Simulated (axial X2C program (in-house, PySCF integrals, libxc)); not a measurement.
**Outer orbitals of ZrS at 2.187 Å, r2SCAN0**

All values were computed with an in-house relativistic program for diatomic molecules. Spin-free means the one-electron spin-free X2C Hamiltonian; two-component (2c) means X2C with spin–orbit coupling and atomic mean-field two-electron Coulomb and Gaunt terms, so the difference of the two also holds small scalar two-electron terms. Basis: Zr dyall-cv3z [11s12p9d6f3g], S dyall-av3z [9s8p3d2f] (cores contracted in-house); Gaussian nuclei, density fitting, unrestricted open shells. Masses: Zr 89.905 u, S 31.972 u.

The distance is close to the 2c PBE0 minimum; the highest filled and lowest empty levels are listed.

Spin-free orbitals, state M_S = 1, Λ = 2 (beyond evenly filled blocks: σα, δ+α) (Löwdin shares):

```csv
symmetry,occupied,ε (eV),atomic character
π-α,yes,-35.16,98% Zr p
σβ,yes,-34.70,94% Zr p
π+β,yes,-34.06,98% Zr p
π-β,yes,-34.06,98% Zr p
σβ,yes,-17.84,"67% S s, 12% Zr d, 9% Zr p"
σα,yes,-17.61,"67% S s, 12% Zr d, 9% Zr p"
σα,yes,-7.64,"63% S p, 25% Zr d, 3% Zr s"
σβ,yes,-7.58,"69% S p, 18% Zr d, 5% Zr s"
π-β,yes,-7.13,"66% S p, 22% Zr d, 5% Zr f"
π+β,yes,-7.13,"66% S p, 22% Zr d, 5% Zr f"
π+α,yes,-7.09,"60% S p, 28% Zr d, 4% Zr f"
π-α,yes,-7.07,"61% S p, 27% Zr d, 4% Zr f"
σα,yes,-5.57,"56% Zr s, 22% Zr d, 10% S p"
δ+α,yes,-5.18,97% Zr d
δ-α,no,-2.54,"96% Zr d, 2% S d"
π+α,no,-2.04,"45% Zr d, 43% Zr p, 9% S p"
σβ,no,-2.02,"62% Zr s, 19% Zr p, 6% S p"
π-α,no,-1.95,"46% Zr d, 43% Zr p, 8% S p"
```

Spinors with spin–orbit coupling (state Ω = 1):

```
   ω  occupied  ε (eV)             atomic character     λ mixture
-3/2       yes  -34.55                     98% Zr p        100% π
 1/2       yes  -34.32                     95% Zr p  85% σ, 15% π
-1/2       yes  -34.10                     97% Zr p  72% π, 28% σ
 3/2       yes  -33.43                     98% Zr p        100% π
 1/2       yes  -17.84   67% S s, 12% Zr d, 9% Zr p        100% σ
-1/2       yes  -17.61   67% S s, 12% Zr d, 9% Zr p        100% σ
-1/2       yes   -7.64   63% S p, 25% Zr d, 3% Zr s        100% σ
 1/2       yes   -7.57   69% S p, 18% Zr d, 5% Zr s        100% σ
-1/2       yes   -7.15   66% S p, 21% Zr d, 5% Zr f        100% π
 1/2       yes   -7.12   60% S p, 28% Zr d, 4% Zr f        100% π
 3/2       yes   -7.10   66% S p, 22% Zr d, 5% Zr f        100% π
-3/2       yes   -7.04   61% S p, 28% Zr d, 4% Zr f        100% π
-1/2       yes   -5.57  56% Zr s, 22% Zr d, 10% S p        100% σ
 3/2       yes   -5.22                     97% Zr d        100% δ
-5/2        no   -2.50             96% Zr d, 2% S d        100% δ
 1/2        no   -2.07   43% Zr d, 42% Zr p, 8% S p   95% π, 5% σ
 1/2        no   -2.02  59% Zr s, 19% Zr p, 8% Zr d   96% σ, 4% π
-3/2        no   -1.91   46% Zr d, 42% Zr p, 8% S p        100% π
```

**Question.** How does the gap between the highest filled and lowest empty level change from the spin-free to the 2c table?

**Answer.** From 2.64 to 2.72 eV at r2SCAN0, a change of 0.08 eV.

Mulliken charges and populations of the two-component result (they depend on the basis, above all on diffuse functions):

Zr 0.42 e (s 8.85 p 18.11 d 12.55 f 0.06 g 0.01), S -0.42 e (s 5.93 p 10.43 d 0.05 f 0.01). ⟨Lz⟩ = 2.00 ħ and ⟨Sz⟩ = -1.00 ħ (-1.07 and 0.08 on the two atoms), which add up to Ω.

The state is one determinant whose occupation by symmetry is held fixed; it was picked as the lowest of a PBE0 search that is not exhaustive. Density functionals use the spin component along the axis (collinear). PBE0 can misorder states that lie within some tenths of an eV, so this need not be the ground state of the molecule. The nearest other spin-free determinant of the search, M_S = 0, Λ = 0, lies 0.33 eV up at the distance of the search. Without a current term, density functionals place determinants with orbital angular momentum somewhat too high. With several unpaired electrons one determinant need not be a pure state. The determinant is spin-polarised beyond a pure state at some levels (its spin-free form has ⟨S²⟩ too high), which makes Re and μ there less reliable.
